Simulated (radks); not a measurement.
All-electron atom: Co4+ in [Ar] 3d5.

Method: scalar-relativistic Kohn-Sham, TASK exchange with Perdew-Wang LDA correlation, spin-polarised, spherical densities, finite nucleus; open shells are filled with parallel spins first; meta-GGA in the generalised Kohn-Sham scheme; Fermi nuclear charge, rms radius 3.7875 fm; computed with a radial shooting solver on a logarithmic mesh with Libxc functionals.

Energy parts (hartree):
part                       energy
total                 -1388.99282
kinetic                1406.58950
electron-nucleus      -3276.28133
Hartree                 538.44093
exchange-correlation    -57.74193

Orbitals (lengths in bohr, moments of r in powers of bohr; <r^-3> diverges for s and p1/2; r(max) is where P^2 peaks):
orbital  occ.  eigenvalue (hartree)  <r^-3>   r(max)     <r^2>
1s up       1             -282.2889       -  0.03679  0.004263
1s down     1             -282.2921       -  0.03679  0.004263
2s up       1             -35.83311       -   0.2134   0.07749
2s down     1             -35.63921       -   0.2130   0.07682
2p up       3             -30.98682   547.4   0.1722   0.06256
2p down     3             -30.84712   552.0   0.1718   0.06186
3s up       1              -6.25991       -   0.6652    0.6668
3s down     1              -5.91954       -   0.6681    0.6778
3p up       3              -4.83977   74.12   0.6719    0.7296
3p down     3              -4.49782   71.01   0.6767    0.7456
3d up       5              -2.54998   7.603   0.6380    0.8952

The highest occupied level is 3d up at -69.388 eV. Summed over all electrons, <r^2> = 10.78 bohr^2, which gives a Langevin (diamagnetic) susceptibility term of -8.54 x 10^-6 cm^3/mol. For comparison, the ionisation energy in NIST's Atomic Spectra Database is 79.5 eV (semi-empirical). In exact Kohn-Sham theory the highest level is minus the ionisation energy, but local and semilocal functionals leave it too shallow, through self-interaction and a potential that decays too fast; potentials with the right tail come closer. The electron density at the nucleus is 1.736e+04 e/bohr^3 (large components only). The spin density at the nucleus is -2.188 e/bohr^3 (1s 0.125, 2s -6.344, 3s 4.032). Spin moment in Bohr magnetons: 5. The density falls to 0.001 e/bohr^3 at r = 2.41 bohr.

Empty levels of this run are not shown, since the potential may be unsettled where no density lies.
